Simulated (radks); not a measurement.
Values are calculated unless marked as measured or tabulated.
All-electron atom: Te2- in [Xe]. Code: a radial shooting solver on a logarithmic mesh with Libxc functionals. Model: scalar-relativistic Kohn-Sham, LDA (Slater exchange, Perdew-Wang correlation), spin-polarised, spherical densities, point nucleus; Watson sphere of charge +2 and radius 5.38 bohr.

X-ray form factor f0, the Fourier transform of the density (f0(0) = 54):

| sin(theta)/lambda (1/angstrom) | f0 (electrons) |
|---|---|
| 0.05 | 52.252 |
| 0.1 | 48.534 |
| 0.15 | 44.801 |
| 0.2 | 41.546 |
| 0.25 | 38.667 |
| 0.3 | 36.056 |
| 0.4 | 31.420 |
| 0.5 | 27.472 |
| 0.6 | 24.253 |
| 0.8 | 19.797 |
| 1 | 16.970 |
| 1.25 | 14.202 |
| 1.5 | 11.706 |
| 2 | 7.918 |
